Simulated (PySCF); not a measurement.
**Spinor energies of Kr²⁴⁺ (krypton, charge +24)**

Start: [Ne] 3s2. Calculated with PySCF 2.14 in an even-tempered Gaussian basis (19 s from 3.2 bohr⁻², ratio 2.4; 13 p from 4.2 bohr⁻², ratio 2.4; 5 d from 14 bohr⁻², ratio 2.6; 4 f from 22 bohr⁻², ratio 2.6): generalised Hartree-Fock with the X2C-1e Hamiltonian and a Gaussian nucleus; one run each with spin-orbit coupling (SO) switched off, then screened by Boettger's factors.

| spinor shell | electrons | ε, spin-free (eV) | ε, screened SO (eV) | weight of nominal j (screened SO) | rms radius, screened SO (bohr) |
| --- | --- | --- | --- | --- | --- |
| 1s1/2 | 2 | -15537.0 | -15536.6 | 1.000 | 0.0477 |
| 2s1/2 | 2 | -3034.7 | -3034.6 | 1.000 | 0.194 |
| 2p1/2 | 2 | -2808.9 | -2847.1 | 1.000 | 0.171 |
| 2p3/2 | 4 | -2808.9 | -2790.7 | 1.000 | 0.174 |
| 3s1/2 | 2 | -1150.3 | -1150.2 | 1.000 | 0.479 |

```json
{"quantity": "E (hartree)", "spin-free": "-2412.39011", "screened SO": "-2412.54221"}
{"quantity": "M_J", "spin-free": "0", "screened SO": "0"}
{"quantity": "⟨J²⟩", "spin-free": "0.000", "screened SO": "0.000"}
{"quantity": "⟨L²⟩", "spin-free": "0.000", "screened SO": "0.002"}
{"quantity": "⟨S²⟩", "spin-free": "0.000", "screened SO": "0.002"}
```

Without spin-orbit coupling the j labels of p, d and f shells carry no meaning; the spin-free column gives the mean over the occupied spinors of each nl shell.
